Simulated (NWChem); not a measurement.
C6H5O, doublet; SMILES Oc1[c]cccc1

```xyz
12

O     -0.1747    -2.3475     0.0000
C     -0.0790    -0.9915     0.0000
C     -1.2255    -0.1974     0.0000
C     -1.2508     1.1806     0.0000
C     -0.0088     1.8594     0.0000
C      1.1788     1.1123     0.0000
C      1.1522    -0.2919     0.0000
H      0.7294    -2.7138     0.0000
H     -2.1988     1.7430     0.0000
H      0.0180     2.9595     0.0000
H      2.1509     1.6281     0.0000
H      2.0962    -0.8655     0.0000
```
Atoms are numbered in this order, from 1.

Results from NWChem. Spin-unrestricted. In the optimisation the excess spin sits in a' (Cs, its own frame). Geometry: optimised at PBE-D3(BJ)/def2-SVP, spin-unrestricted. No frequency run checked for a minimum. No stability test was run on the SCF state. Level B3LYP/def2-SVP: energy and gradient on several grids; changes count from the extra-fine grid, which is no exact limit either.

Question: Which is the coarsest grid (xfine; xcoarse; fine; medium; coarse) from which on the energy stays within 500 μHa and each gradient component within 500 μHa/bohr of xfine?

Answer: coarse.
```
grid     size of the energy change (μHa)  largest change of a gradient component (μHa/bohr)  time, medium = 1 (rough)
-------  -------------------------------  -------------------------------------------------  ------------------------
xcoarse                             3000                                               4000                   about 1
coarse                                40                                                200                   about 1
medium                              < 10                                               < 30                   about 1
fine                                < 10                                               < 30                   about 1
xfine                               < 10                                               < 30                         2
```
